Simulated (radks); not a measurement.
Question: Radial electron density D(r) = 4 pi r^2 rho(r) of an atom or ion with 55 electrons. All-electron calculation, non-relativistic Kohn-Sham, TPSS, spin-polarised, spherical densities, point nucleus; meta-GGA in the generalised Kohn-Sham scheme. Program: a radial shooting solver on a logarithmic mesh with Libxc functionals.

r (bohr),D(r) (e/bohr),spin D(r)
0.001773,7.251,-0.000127
0.001999,8.935,-0.000156
0.002272,11.12,-0.000194
0.002582,13.76,-0.000241
0.002935,16.93,-0.000296
0.003336,20.69,-0.000362
0.003791,25.11,-0.000439
0.004274,29.86,-0.000523
0.004858,35.61,-0.000624
0.005521,41.99,-0.000738
0.006275,48.93,-0.000863
0.007132,56.23,-0.000999
0.008042,63.16,-0.00113
0.00914,70.33,-0.00128
0.01039,76.84,-0.00144
0.01181,82.22,-0.00161
0.01342,86.04,-0.00179
0.01513,87.92,-0.00201
0.0172,88.03,-0.00231
0.01954,86.42,-0.00274
0.02221,83.75,-0.00336
0.02525,81.08,-0.00423
0.02846,79.74,-0.00535
0.03235,80.77,-0.00684
0.03677,85.15,-0.00857
0.04179,92.86,-0.0103
0.0475,102.7,-0.0115
0.05398,112.4,-0.0116
0.06086,118.8,-0.00956
0.06917,120.8,-0.00372
0.07862,117.0,0.00868
0.08936,109.0,0.0328
0.1016,100.7,0.0787
0.1145,96.21,0.158
0.1301,97.17,0.308
0.1479,102.8,0.568
0.1681,108.0,0.994
0.1911,107.1,1.64
0.2154,97.69,2.49
0.2448,80.88,3.64
0.2783,63.73,4.99
0.3163,53.32,6.41
0.3595,52.28,7.69
0.4053,56.74,8.55
0.4606,60.89,8.89
0.5236,59.06,8.57
0.595,50.17,7.61
0.6763,37.17,6.20
0.7686,24.11,4.62
0.8667,14.28,3.23
0.985,7.222,1.97
1.119,3.232,1.05
1.272,1.281,0.482
1.446,0.4448,0.188
1.63,0.1425,0.0647
1.853,0.03482,0.0165
2.106,0.006661,0.00320

What is the nuclear charge?

Answer: Z = 69. The innermost maximum, from 1s, lies near 1/Z = 0.0145 bohr (found: 0.0163), and its height grows with Z. The density is that of the thulium ion Tm14+ in [Kr] 4d10 4f9; the configuration itself is not fixed sharply by these data, and Z only to a few units. D(r) has 4 maxima, at r = 0.0163, 0.0675, 0.176, 0.476 bohr, and minima at 0.0292, 0.119, 0.343 bohr, inside which lie 1.97, 11.43, 29.98 electrons.
